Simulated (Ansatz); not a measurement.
`CNB(F)S` + `[CH3][Ga]([NH2])[OH]` → `C[O][Ga]([CH3])[NH2]` + `NB(F)S`  (substitution at a C–N bond)

Calculated with Ansatz (gas phase, PBE0-D4/def2-TZVP geometries, no zero-point term in ΔE). CCSD(T)/CBS is the MP2 limit (def2-TZVPP, def2-QZVPP) plus CCSD(T) − MP2 in def2-TZVPP, frozen cores. This one scheme is used for every species. DFT in def2-TZVPP. For Ga outer-core shells are correlated without core-valence functions, which leaves a few kJ/mol of doubt a bond. Scalar relativity is left out up to krypton. Each species was taken in one conformer, which may not be the lowest.

Task: Is it downhill or uphill in electronic energy at CCSD(T)/CBS, and by how much? (Estimate.)

Result: Computed: Uphill: ΔE = +28.0 kJ/mol.

Task: What do these levels give: ωB97X-V, ωB97M-V, PBE0, HF/def2-TZVPP, MP2/def2-TZVPP, HF/CBS(def2)? (Estimate.)

Result: Ansatz gave: ωB97X-V 24.2, ωB97M-V 25.0, PBE0 26.9, HF/def2-TZVPP 20.0, MP2/def2-TZVPP 29.2, HF/CBS(def2) 20.3 kJ/mol.

Largest T1 diagnostic among the species: 0.013.

In def2-TZVPP, CCSD(T) changes the Hartree–Fock value by +6.0 kJ/mol (the triples alone add +0.4 kJ/mol) and MP2 by +9.2 kJ/mol.
